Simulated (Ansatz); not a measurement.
`N[SiH2][SiH](O)S` + `N[SiH](N)F` → `N[SiH2]N[SiH](N)F` + `O[SiH2]S`  (cleavage of the Si–Si bond)

Program: Ansatz. Geometries: PBE0-D4/def2-TZVP. ΔE: electronic, gas phase. CCSD(T)/CBS adds triple-zeta CCSD(T) − MP2 to the extrapolated MP2 energy (def2 sets, frozen cores). DFT in def2-TZVPP. One conformer a species, not always the lowest.

`N[SiH2][SiH](O)S`:

Z-matrix (Å, degrees):
```
Si
Si 1 2.343
N 1 1.732 2 102.9
H 1 1.495 2 112.1 3 -125.6
H 1 1.488 2 111.2 3 114.1
S 2 2.148 1 103.0 3 67.1
O 2 1.649 1 109.5 3 -53.2
H 2 1.482 1 117.6 3 -172.1
H 3 1.009 1 118.3 2 -59.4
H 3 1.009 1 119.2 2 161.9
H 6 1.345 2 95.7 1 -176.3
H 7 0.961 2 115.1 1 41.9
```

`N[SiH](N)F`:

Cartesian coordinates in Å:
```
N -0.600 -0.533 1.197
Si -0.281 0.450 -0.152
N 1.098 -0.158 -0.924
F -1.647 0.398 -0.991
H -1.521 -0.579 1.599
H 0.120 -0.752 1.864
H -0.032 1.896 0.058
H 1.655 0.419 -1.531
H 1.207 -1.139 -1.120
```

`N[SiH2]N[SiH](N)F`:

Cartesian coordinates in Å:
```
N 1.654 0.618 0.911
Si 1.162 -0.941 0.353
N -0.560 -1.029 0.308
Si -1.659 -0.042 -0.556
N -0.862 1.413 -0.870
F -2.114 -0.666 -1.960
H 1.470 0.882 1.867
H 2.558 0.959 0.619
H 1.577 -2.078 1.223
H 1.810 -1.072 -0.976
H -0.965 -1.782 0.844
H -2.931 0.025 0.200
H -0.037 1.671 -0.350
H -1.104 2.043 -1.613
```

`O[SiH2]S`:

Z-matrix (Å, degrees):
```
Si
S 1 2.133
O 1 1.642 2 113.5
H 1 1.478 2 111.7 3 117.8
H 1 1.484 2 102.9 3 -122.0
H 2 1.344 1 94.6 3 -65.2
H 3 0.959 1 117.2 2 -51.2
```

| species | PBE0 energy (Eh) |
| --- | --- |
| `N[SiH2][SiH](O)S` | -1111.03306 |
| `N[SiH](N)F` | -501.74891 |
| `N[SiH2]N[SiH](N)F` | -847.70594 |
| `O[SiH2]S` | -765.10251 |

Question: Work out ΔE.

Answer: ΔE = (-847.70594) + (-765.10251) − (-1111.03306) − (-501.74891) = -0.02648 Eh = -69.5 kJ/mol. CCSD(T)/CBS gives -83.7 kJ/mol.

Largest T1 diagnostic among the species: 0.012.

In def2-TZVPP, CCSD(T) changes the Hartree–Fock value by +10.3 kJ/mol (the triples alone add +1.4 kJ/mol) and MP2 by +4.3 kJ/mol. From PBE to PBE0 (25 % exact exchange), in def2-TZVPP and without D4, ΔE moves by −7.3 kJ/mol.
